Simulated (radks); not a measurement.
Results of a calculation; reference values are marked as such.
Task: Bi23+, configuration [Kr] 4d10 4f13 5s1 (the NIST ground configuration). Code: a radial shooting solver on a logarithmic mesh with Libxc functionals. Model: scalar-relativistic Kohn-Sham, exchange-only LDA, spin-polarised, spherical densities, point nucleus; open shells are filled with parallel spins first (spin-orbit coupling, left out, can overturn this in heavy ions). Some entries of the table are withheld. Estimate them.

orbital  occ.  eigenvalue (hartree)  <r^2> (bohr^2)
1s up       1             -3352.571       0.0003463
1s down     1             -3352.557       0.0003463
2s up       1             -620.5111        0.005244
2s down     1             -620.5011        0.005244
2p up       3             -534.1172        0.004485
2p down     3             -534.1079        0.004485
3s up       1             -166.1205         0.03366
3s down     1             -166.0753         0.03365
3p up       3             -141.4344         0.03495
3p down     3             -141.3884         0.03494
3d up       5             -116.6854         0.02892
3d down     5             -116.6477         0.02891
4s up       1             -54.15898          0.1576
4s down     1             -54.08558          0.1576
4p up       3             -45.97331          0.1792
4p down     3             -45.89927          0.1791
4d up       5                   (1)          0.1957
4d down     5                   (2)          0.1954
4f up       7                   (3)          0.2002
4f down     6                   (4)          0.1995
5s up       1             -24.53444          0.6093
5s down     0             -24.38291          0.6082

Result: 
(1) 4d up eigenvalue (hartree): -36.65400
(2) 4d down eigenvalue (hartree): -36.57676
(3) 4f up eigenvalue (hartree): -26.40006
(4) 4f down eigenvalue (hartree): -26.31535
